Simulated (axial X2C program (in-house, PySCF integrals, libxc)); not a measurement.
Worked dissociation energy of SbF: PBE0, two-component

Computed with an in-house all-electron X2C program for linear molecules (integrals from PySCF). Two-component (2c) means X2C with spin–orbit coupling and atomic mean-field two-electron Coulomb and Gaunt terms. Basis: Sb dyall-cv3z [11s12p8d4f1g], F dyall-av3z [7s6p3d2f] (cores contracted in-house); Gaussian nuclei, density fitting, unrestricted open shells. Masses: Sb 120.904 u, F 18.998 u.

Molecular state: Ω = 1 (⟨Sz⟩ = 1.00, ⟨Lz⟩ = 0.00 at PBE0).

```
E(Sb) (2M_J = 3) : -6477.742895 hartree
E(F) (2M_J = 1)  : -99.763095 hartree
E(SbF) at Re     : -6577.655454 hartree
ωe               : 606.7 cm⁻¹
ωexe             : 2.66 cm⁻¹
```

Question: Work out De and D0.

Answer: De = -6477.742895 + (-99.763095) − (-6577.655454) = 0.14946 hartree = 4.067 eV. The zero-point energy is ωe/2 − ωexe/4 = 303 cm⁻¹ = 0.038 eV, so D0 = 4.030 eV.

The state is a single determinant with fixed occupations, the lowest that a limited PBE0 search found. Dissociation energies refer to the lowest single-determinant-based atoms at the same level and basis. Density functionals use the spin component along the axis (collinear). In 2c an atomic determinant is not the ground J level, so De misses part of the atomic spin–orbit lowering. This holds for PBE0. PBE0 can misorder states that lie within some tenths of an eV, so this need not be the ground state of the molecule. The nearest other 2c determinant of the search, Ω = 0, lies 0.44 eV up at the distance of the search. Without a current term, density functionals place determinants with orbital angular momentum somewhat too high. With several unpaired electrons one determinant need not be a pure state. Open-shell Ω = 0 determinants with evenly filled partner blocks cannot be reached by this program, so the Ω shown need not be the lowest component. This is the Ω = 1 component of a π² triplet; the 0⁺ component is not one determinant and can lie lowest.

Each atomic determinant is the lowest at this level and need not be a pure J level. Totals compare only within one Hamiltonian and basis.
